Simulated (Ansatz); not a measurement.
Reactions of `C[SiH](F)N=C=O`.

Calculated with Ansatz (gas phase, PBE0-D4/def2-TZVP geometries, no zero-point term in ΔE). CCSD(T)/CBS adds triple-zeta CCSD(T) − MP2 to the extrapolated MP2 energy (def2 sets, frozen cores). This one scheme is used for every species. DFT in def2-TZVPP. B3LYP here is the variant with VWN-RPA as its local correlation; programs differ in this. For Ge outer-core shells are correlated without core-valence functions, which leaves a few kJ/mol of doubt a bond. Scalar relativity is left out up to krypton. Each species was taken in one conformer, which may not be the lowest.

```
                                                                       reaction  B3LYP-D4 (eV)  CCSD(T)/CBS(def2) (eV)
`C[SiH](F)N=C=O` + `C[O][GeH]([F])[SH]` → `C[O][GeH]([F])[S]C` + `O=C=N[SiH2]F`           0.69                    0.71
                                `C[SiH](F)N=C=O` + PH₃ → `C[SiH](F)P` + `N=C=O`           0.94                    0.93
                                `C[SiH](F)N=C=O` + H–F → `C[SiH](F)F` + `N=C=O`          -0.52                   -0.49
                  `C[SiH](F)N=C=O` + `N[SiH2]F` → `C[SiH](F)N[SiH2]F` + `N=C=O`           0.33                    0.31
                             `C[SiH](F)N=C=O` + CH₃OH → `CO[SiH](C)F` + `N=C=O`          -0.11                   -0.11
                             `C[SiH](F)N=C=O` + `CBN` → `CBNC` + `O=C=N[SiH2]F`           0.89                    0.92
                            `C[SiH](F)N=C=O` + `C=N` → `C[SiH](F)C=N` + `N=C=O`           1.19                    1.20
```

Largest T1 diagnostic: 0.018, for `N=C=O`.
